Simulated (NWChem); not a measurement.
System: GeAsH5; SMILES [GeH3][AsH2]

NWChem printed, in part:

```
             Northwest Computational Chemistry Package (NWChem) 7.3.0
             --------------------------------------------------------

 CS  symmetry detected

                             Geometry "geometry" -> ""
                             -------------------------

 Output coordinates in angstroms (scale by  1.889725989 to convert to a.u.)

  No.       Tag          Charge          X              Y              Z
 ---- ---------------- ---------- -------------- -------------- --------------
    1 Ge                  32.0000    -0.01449090     1.19420869     0.00000000
    2 As                  33.0000    -0.04376412    -1.23462915     0.00000000
    3 H                    1.0000    -0.76342965     1.68580970    -1.25220322
    4 H                    1.0000    -0.76342965     1.68580970     1.25220322
    5 H                    1.0000     1.40978946     1.77906079     0.00000000
    6 H                    1.0000     1.01249716    -1.31129818    -1.09855706
    7 H                    1.0000     1.01249716    -1.31129818     1.09855706

 Effective nuclear repulsion energy (a.u.)     315.2180923384

      Symmetry information
      --------------------

 Group name             Cs
 Group number              2
 Group order               2
 No. of unique centers     5

                                 NWChem DFT Module
                                 -----------------

 Summary of "ao basis" -> "ao basis" (spherical)
 ------------------------------------------------------------------------------
       Tag                 Description            Shells   Functions and Types
 ---------------- ------------------------------  ------  ---------------------
 Ge                          6-31g*                 12       32   5s4p3d
 As                          6-31g*                 12       32   5s4p3d
 H                           6-31g*                  2        2   2s

      Symmetry analysis of basis
      --------------------------

        a'         50
        a"         24

            General Information
            -------------------
          SCF calculation type: DFT
          Wavefunction type:  closed shell.
          No. of atoms     :     7
          No. of electrons :    70
           Alpha electrons :    35
            Beta electrons :    35
          Charge           :     0
          Spin multiplicity:     1
          Use of symmetry is: on ; symmetry adaption is: on
          Maximum number of iterations: 150
          AO basis - number of functions:    74
                     number of shells:    34
          Convergence on energy requested:  1.00D-06
          Convergence on density requested:  1.00D-05
          Convergence on gradient requested:  5.00D-04

              XC Information
              --------------
                         B3LYP Method XC Potential
                     Hartree-Fock (Exact) Exchange  0.200
                        Slater Exchange Functional  0.800 local
                    Becke 1988 Exchange Functional  0.720 non-local
              Lee-Yang-Parr Correlation Functional  0.810
                  VWN I RPA Correlation Functional  0.190 local

             Grid Information
             ----------------
          Grid used for XC integration:  coarse
          Radial quadrature: Mura-Knowles
          Angular quadrature: Lebedev.
          Tag              B.-S. Rad. Rad. Pts. Rad. Cut. Ang. Pts.
          ---              ---------- --------- --------- ---------
          Ge                  1.25       95           9.0       302
          As                  1.15       95          10.0       302
          H                   0.35       35          10.0       302
          Grid pruning is: on
          Number of quadrature shells:   295
          Spatial weights used:  Erf1

      Superposition of Atomic Density Guess
      -------------------------------------

 Sum of atomic energies:       -4311.35804684

      Non-variational initial energy
      ------------------------------

 Total energy =   -4311.938590
 1-e energy   =   -6638.762173
 2-e energy   =    2011.605491
 HOMO         =      -0.285593
 LUMO         =       0.049904

      Symmetry analysis of molecular orbitals - initial
      -------------------------------------------------

  Numbering of irreducible representations:

     1 a'          2 a"

  Orbital symmetries:

     1 a'          2 a'          3 a'          4 a'          5 a"
     6 a'          7 a'          8 a'          9 a"         10 a'
    11 a'         12 a'         13 a"         14 a'         15 a'
    16 a'         17 a"         18 a'         19 a"         20 a'
    21 a'         22 a"         23 a'         24 a'         25 a"
    26 a'         27 a"         28 a'         29 a'         30 a'
    31 a"         32 a'         33 a"         34 a'         35 a'
    36 a'         37 a"         38 a'         39 a"         40 a'
    41 a'         42 a'         43 a'         44 a"         45 a'

     ---------------------------------------------
      Total Density - Mulliken Population Analysis
     ---------------------------------------------

    Atom       Charge   Shell Charges
 -----------   ------   -------------------------------------------------------
    1 Ge  32    31.93   2.00  2.00  6.00  2.00  5.99  1.21  1.98  0.16  0.48  6.87  2.97  0.27
    2 As  33    33.26   2.00  2.00  6.00  2.00  5.99  1.42  2.46  0.37  0.94  6.91  2.95  0.21
    3 H    1     1.00   0.45  0.54
    4 H    1     1.00   0.45  0.54
    5 H    1     1.00   0.45  0.54
    6 H    1     0.91   0.42  0.49
    7 H    1     0.91   0.42  0.49

   convergence    iter        energy       DeltaE   RMS-Dens  Diis-err
 ---------------- ----- ----------------- --------- --------- ---------
 d= 0,ls=0.0,diis     1  -4315.3616438793 -4.63D+03  8.54D-03  2.03D-01
 d= 0,ls=0.0,diis     2  -4315.3855184819 -2.39D-02  3.07D-03  4.83D-02
 d= 0,ls=0.0,diis     3  -4315.3896828649 -4.16D-03  1.32D-03  6.65D-03
 d= 0,ls=0.0,diis     4  -4315.3903662115 -6.83D-04  3.75D-04  1.16D-03
 d= 0,ls=0.0,diis     5  -4315.3904705651 -1.04D-04  4.92D-05  1.56D-05
  Resetting Diis
 d= 0,ls=0.0,diis     6  -4315.3904719510 -1.39D-06  1.41D-05  5.10D-07
 d= 0,ls=0.0,diis     7  -4315.3904720368 -8.58D-08  4.97D-06  4.34D-08

         Total DFT energy =    -4315.390472036811
      One electron energy =    -6639.818000084208
           Coulomb energy =     2173.184051944705
    Exchange-Corr. energy =     -163.974616235658
 Nuclear repulsion energy =      315.218092338350

 Numeric. integr. density =       69.999905539103

                  Occupations of the irreducible representations
                  ----------------------------------------------

                     irrep           alpha         beta
                     --------     --------     --------
                     a'               25.0         25.0
                     a"               10.0         10.0

                       DFT Final Molecular Orbital Analysis
                       ------------------------------------

 Vector   33  Occ=2.000000D+00  E=-3.389875D-01  Symmetry=a"
              MO Center= -2.8D-01,  9.5D-01, -1.3D-14, r^2= 3.8D+00
   Bfn.  Coefficient  Atom+Function         Bfn.  Coefficient  Atom+Function
  ----- ------------  ---------------      ----- ------------  ---------------
    13      0.410191  1 Ge pz                66     -0.219296  3 H  s
    68      0.219296  4 H  s                 45     -0.217024  2 As pz
    65     -0.218099  3 H  s                 67      0.218099  4 H  s
     9     -0.170295  1 Ge pz                72      0.130653  6 H  s
    74     -0.130653  7 H  s                 71      0.115204  6 H  s

 Vector   34  Occ=2.000000D+00  E=-3.125355D-01  Symmetry=a'
              MO Center= -8.9D-03, -1.6D-01,  5.4D-15, r^2= 3.6D+00
   Bfn.  Coefficient  Atom+Function         Bfn.  Coefficient  Atom+Function
  ----- ------------  ---------------      ----- ------------  ---------------
    43      0.361116  2 As px                12      0.301459  1 Ge py
    44     -0.284665  2 As py                42      0.219457  2 As s
    11     -0.180165  1 Ge px                39     -0.156022  2 As px
    72      0.153270  6 H  s                 74      0.153270  7 H  s
    71      0.138694  6 H  s                 73      0.138694  7 H  s

 Vector   35  Occ=2.000000D+00  E=-2.634747D-01  Symmetry=a'
              MO Center= -5.2D-02, -8.4D-01,  1.6D-15, r^2= 3.3D+00
   Bfn.  Coefficient  Atom+Function         Bfn.  Coefficient  Atom+Function
  ----- ------------  ---------------      ----- ------------  ---------------
    44      0.432783  2 As py                43      0.339251  2 As px
    12     -0.319835  1 Ge py                42      0.313113  2 As s
    46     -0.228826  2 As s                 40     -0.182574  2 As py
    48      0.159484  2 As py                70     -0.145191  5 H  s
    39     -0.144364  2 As px                47      0.143701  2 As px

 Vector   36  Occ=0.000000D+00  E=-7.083842D-03  Symmetry=a'
              MO Center=  5.9D-02,  1.1D-01,  2.3D-16, r^2= 6.5D+00
   Bfn.  Coefficient  Atom+Function         Bfn.  Coefficient  Atom+Function
  ----- ------------  ---------------      ----- ------------  ---------------
    16      0.921055  1 Ge py                48      0.891667  2 As py
    10      0.615155  1 Ge s                 46      0.613174  2 As s
    14     -0.575477  1 Ge s                 44      0.408612  2 As py
    12      0.371045  1 Ge py                42     -0.227850  2 As s
    40     -0.167063  2 As py                 6     -0.164067  1 Ge s

 Vector   37  Occ=0.000000D+00  E= 2.049527D-02  Symmetry=a"
              MO Center= -1.4D-02, -1.1D+00, -2.7D-15, r^2= 3.6D+00
   Bfn.  Coefficient  Atom+Function         Bfn.  Coefficient  Atom+Function
  ----- ------------  ---------------      ----- ------------  ---------------
    49      0.923541  2 As pz                72      0.813456  6 H  s
    74     -0.813456  7 H  s                 45      0.488081  2 As pz
    41     -0.175507  2 As pz                71      0.166234  6 H  s
    73     -0.166234  7 H  s                 66      0.123188  3 H  s
    68     -0.123188  4 H  s                 13      0.097548  1 Ge pz

 Vector   38  Occ=0.000000D+00  E= 3.410697D-02  Symmetry=a'
              MO Center=  1.1D-02, -1.3D-01,  1.0D-13, r^2= 5.6D+00
   Bfn.  Coefficient  Atom+Function         Bfn.  Coefficient  Atom+Function
  ----- ------------  ---------------      ----- ------------  ---------------
    46     -1.310233  2 As s                 14      1.202960  1 Ge s
    16     -0.935808  1 Ge py                10      0.820047  1 Ge s
    72      0.746239  6 H  s                 74      0.746239  7 H  s
    47     -0.672742  2 As px                42      0.450031  2 As s
    48     -0.415822  2 As py                43     -0.322685  2 As px

     ---------------------------------------------
      Total Density - Mulliken Population Analysis
     ---------------------------------------------

    Atom       Charge   Shell Charges
 -----------   ------   -------------------------------------------------------
    1 Ge  32    32.13   2.00  2.00  6.00  2.00  5.99  1.31  2.25  0.09  0.35  6.85  2.94  0.36
    2 As  33    33.06   2.00  2.00  6.00  2.00  5.98  1.53  2.53  0.24  0.66  6.89  2.93  0.28
    3 H    1     0.96   0.49  0.48
    4 H    1     0.96   0.49  0.48
    5 H    1     0.96   0.49  0.48
    6 H    1     0.97   0.48  0.49
    7 H    1     0.97   0.48  0.49

     -------------------------------------------
      Total Density - Lowdin Population Analysis
     -------------------------------------------

    Atom       Charge   Shell Charges
 -----------   ------   -------------------------------------------------------
    1 Ge  32    32.09   2.00  2.00  5.99  1.98  5.90  0.88  1.98  0.32  0.82  6.64  3.08  0.49
    2 As  33    33.12   2.00  2.00  5.99  1.99  5.89  1.14  2.26  0.48  1.25  6.67  3.08  0.39
    3 H    1     0.97   0.46  0.51
    4 H    1     0.97   0.46  0.51
    5 H    1     0.97   0.47  0.51
    6 H    1     0.94   0.47  0.47
    7 H    1     0.94   0.47  0.47

     Multipole analysis of the density
     ---------------------------------

     L   x y z        total         alpha         beta         nuclear
     -   - - -        -----         -----         ----         -------
     0   0 0 0     -0.000000    -35.000000    -35.000000     70.000000

     1   1 0 0      0.191326      0.095663      0.095663      0.000000
     1   0 1 0      0.100176      0.050088      0.050088      0.000000
     1   0 0 1     -0.000000     -0.000000     -0.000000      0.000000

     2   2 0 0    -29.147871    -23.989727    -23.989727     18.831584
     2   1 1 0     -0.902289      2.212795      2.212795     -5.327879
     2   1 0 1     -0.000000     -0.000000     -0.000000      0.000000
     2   0 2 0    -29.961892   -208.222796   -208.222796    386.483700
     2   0 1 1     -0.000000     -0.000000     -0.000000      0.000000
     2   0 0 2    -28.115306    -23.966787    -23.966787     19.818268

            General Information
            -------------------
          SCF calculation type: DFT
          Wavefunction type:  closed shell.
          No. of atoms     :     7
          No. of electrons :    70
           Alpha electrons :    35
            Beta electrons :    35
          Charge           :     0
          Spin multiplicity:     1
          Use of symmetry is: on ; symmetry adaption is: on
          Maximum number of iterations: 150
          AO basis - number of functions:    74
                     number of shells:    34
          Convergence on energy requested:  1.00D-06
          Convergence on density requested:  1.00D-05
          Convergence on gradient requested:  5.00D-04

              XC Information
              --------------
                         B3LYP Method XC Potential
                     Hartree-Fock (Exact) Exchange  0.200
                        Slater Exchange Functional  0.800 local
                    Becke 1988 Exchange Functional  0.720 non-local
              Lee-Yang-Parr Correlation Functional  0.810
                  VWN I RPA Correlation Functional  0.190 local

             Grid Information
             ----------------
          Grid used for XC integration:  coarse
          Radial quadrature: Mura-Knowles
          Angular quadrature: Lebedev.
          Tag              B.-S. Rad. Rad. Pts. Rad. Cut. Ang. Pts.
          ---              ---------- --------- --------- ---------
          Ge                  1.25       95           9.0       302
          As                  1.15       95          10.0       302
          H                   0.35       35          10.0       302
          Grid pruning is: on
          Number of quadrature shells:   295
          Spatial weights used:  Erf1

          Convergence Information
          -----------------------
          Convergence aids based upon iterative change in
          total energy or number of iterations.
          Levelshifting, if invoked, occurs when the
          HOMO/LUMO gap drops below (HL_TOL):  1.00D-02
          DIIS, if invoked, will attempt to extrapolate
          using up to (NFOCK): 10 stored Fock matrices.

[...]

                         DFT ENERGY GRADIENTS

    atom               coordinates                        gradient
                 x          y          z           x          y          z
   1 Ge     -0.027384   2.256727   0.000000    0.000165  -0.002413   0.000000
   2 As     -0.082702  -2.333111   0.000000    0.003100   0.005053   0.000000
   3 H      -1.442673   3.185718  -2.366321    0.000591  -0.001093   0.000961
   4 H      -1.442673   3.185718   2.366321    0.000591  -0.001093  -0.000961
   5 H       2.664116   3.361937   0.000000   -0.001179  -0.001073   0.000000
   6 H       1.913342  -2.477994  -2.075972   -0.001634   0.000309   0.001110
   7 H       1.913342  -2.477994   2.075972   -0.001634   0.000309  -0.001110
```

Level: B3LYP/6-31G* (spherical d). Coordinates come from a PBE0/def2-SVP optimisation.

### Question
Write an input that gives this output.

### Answer
Several could match; the one computed here: the input that was run:
```
start job
memory heap 200 mb stack 900 mb global 1100 mb
geometry units angstroms noautoz
  Ge    -0.012313    -1.237211    -0.000732
  As    -0.039233     1.191653    -0.003009
  H     -0.664850    -1.728244    -1.305981
  H     -0.854281    -1.727987     1.191251
  H      1.407340    -1.823387     0.107016
  H      1.097344     1.267248    -1.018327
  H      0.930775     1.267432     1.172464
end
basis spherical
  * library 6-31g*
end
dft
  xc b3lyp
  grid coarse
  iterations 150
  mulliken
end
task dft gradient
```
